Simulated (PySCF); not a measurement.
Compound: CH6B2FN.
Atom-mapped SMILES: `[BH2:1][NH:2][CH2:3][BH:4][F:5]` (hydrogens: H6, H7 on B1; H8 on N2; H9, H10 on C3; H11 on B4)

Geometry (PBE0-D3(BJ)/def2-SVP, Å), atoms numbered from 1 in this order:
```xyz
11
CH6B2FN angstrom
B     -1.9278   -0.0318    0.2084
N     -0.5951   -0.3356    0.4488
C      0.4994   -0.2764   -0.4915
B      1.7764    0.4937   -0.0186
F      1.8425    0.9527    1.2201
H     -2.2617    0.2989   -0.9082
H     -2.7165   -0.1050    1.1221
H     -0.3131   -0.5831    1.3914
H      0.1512    0.1769   -1.4364
H      0.8435   -1.2892   -0.7976
H      2.7399    0.6646   -0.7320
```

The calculation used PBE0-D3(BJ)/def2-SVP geometry optimisation, gas phase in PySCF 2.14.0.

Take the most abundant isotopes and a rigid rotor. The values belong to one conformer with, in the numbering `[BH2:1][NH:2][CH2:3][BH:4][F:5]`, B1–N2–C3–B4 130°, N2–C3–B4–F5 5°.

Task: What are A, B and C (MHz)?

Result: Ia = 42.07, Ib = 177.86, Ic = 206.45 u·Å²; 505379 MHz·u·Å²/I gives A = 12012, B = 2841, C = 2448 MHz.

Task: What kind of rotor is it?

Result: A near-prolate asymmetric top; Ray's κ = -0.918.

Task: Is it planar, by Δ = Ic − Ia − Ib?

Result: Not planar: Δ = Ic − Ia − Ib = -13.49 u·Å². For a rigid frame Δ = −2 Σ m c², so Σ m c² = 6.74 u·Å² lies off the ab plane: 3.84 from hydrogen and 2.90 from heavier atoms. The atom farthest from that plane is 1.10 Å away.

Task: Predict some low-J microwave lines.

Result: The dipole components are |μa| = 1.25 D, |μb| = 1.12 D, |μc| = 0.94 D. The squared components, which scale the intensities, stand as 1.00 : 0.80 : 0.57 (a : b : c). Some of the stronger lines:

```tsv
type	branch	J(Ka,Kc)	MHz	lower level (cm⁻¹)
a	Q	2(1,1) ← 2(1,2)	1180	0.822
a	Q	3(1,2) ← 3(1,3)	2360	1.331
c	Q	2(1,2) ← 2(0,2)	8790	0.529
b	Q	2(1,1) ← 2(0,2)	9970	0.529
a	R	2(1,2) ← 1(1,1)	10185	0.482
a	R	2(1,1) ← 1(1,0)	10972	0.495
b	R	1(1,1) ← 0(0,0)	14460	0.000
a	R	3(1,3) ← 2(1,2)	15270	0.822
a	R	3(0,3) ← 2(0,2)	15819	0.529
a	R	3(2,2) ← 2(2,1)	15868	1.779
b	R	3(1,3) ← 2(0,2)	24060	0.529
b	Q	3(2,1) ← 3(1,2)	26992	1.410
c	Q	2(2,1) ← 2(1,1)	27512	0.861
b	Q	2(2,0) ← 2(1,1)	27525	0.861
b	Q	2(2,1) ← 2(1,2)	28693	0.822
b	R	2(2,1) ← 1(1,0)	38484	0.495
c	R	2(2,0) ← 1(1,0)	38497	0.495
c	R	2(2,1) ← 1(1,1)	38878	0.482
b	R	2(2,0) ← 1(1,1)	38890	0.482
b	R	3(2,2) ← 2(1,1)	43380	0.861
c	R	3(2,2) ← 2(1,2)	44561	0.822
c	Q	3(3,1) ← 3(2,1)	46783	2.311
b	R	3(3,0) ← 2(2,1)	62713	1.779
```

PBE0-D3(BJ)/def2-SVP frequencies: not computed here. These are rigid-rotor constants of the computed structure; measured ground-state constants (B0) also hold zero-point vibration. Quadrupole hyperfine structure (11B, 14N) is left out.

The run took 53 s on Arm Neoverse V1, one thread, shared host with 32 logical CPUs at a one-minute load of 47, and the process peaked at 0.41 GiB of memory. These figures are those of the optimisation.
